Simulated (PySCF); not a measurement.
How methods differ on the excitation energy of O

O [He] 2s2 2p4 (3P) → O [He] 2s1 2p5 (3P), as a difference of total energies. Computed with PySCF 2.14 in x2c-QZVPPall (7s4p3d2f1g, 57 functions), with the spin-free X2C one-electron Hamiltonian (Gaussian nucleus). Correlated levels: valence: 1s2 frozen; valence and next inner shell: nothing frozen. The calculations carry no spin-orbit coupling.

```
                                method  excitation energy (eV)
                                   UHF                  16.903
                                   LDA                  14.336
                                   PBE                  14.537
                                  PBE0                  15.185
                                r2SCAN                  15.182
                                  BLYP                  14.465
                                 TPSSh                  15.282
                                 B97-3                  15.305
                                  TPSS                  15.070
                                  ROHF                  16.996
                         MP2 (valence)                  16.049
                     SCS-MP2 (valence)                  15.986
    MP2 (valence and next inner shell)                  16.004
SCS-MP2 (valence and next inner shell)                  15.956
```

Question: How much does correlation contribute at MP2 (valence and next inner shell)?

Answer: 16.004 − (16.903) = -0.899 eV, measured against UHF.

The upper state lies above the first ionisation limit, where it may autoionise and the basis confines it.
